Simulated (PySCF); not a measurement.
SnI3, SMILES [I][Sn-]([I])[I], charge -1. Heavy atoms are numbered as in [Sn-:1]([I:2])([I:3])[I:4].

The structure is a stationary point at B3LYP-D3(BJ)/def2-SVPD. The isomer is the one that the SMILES or the coordinates give; other isomers of the formula were not compared. The def2 effective core potentials stand for the cores of I, Sn; spin–orbit coupling is left out.

All values below come from HF/def2-SVPD (PySCF).

Mulliken values depend strongly on the basis, most of all with diffuse functions as here. ESP charges are fitted to the potential on shells at 1.4 to 2.0 van der Waals radii. Atomic charges (e), one atom of each kind:

| atom | Mulliken | ESP fit |
|---|---|---|
| Sn1 | 0.86 | (withheld) |
| I2 | -0.62 | (withheld) |

Complete the blanks. (The exact figures need the calculation; the answer reports its results.)


- Sn1, ESP fit: 0.19
- I2, ESP fit: -0.40
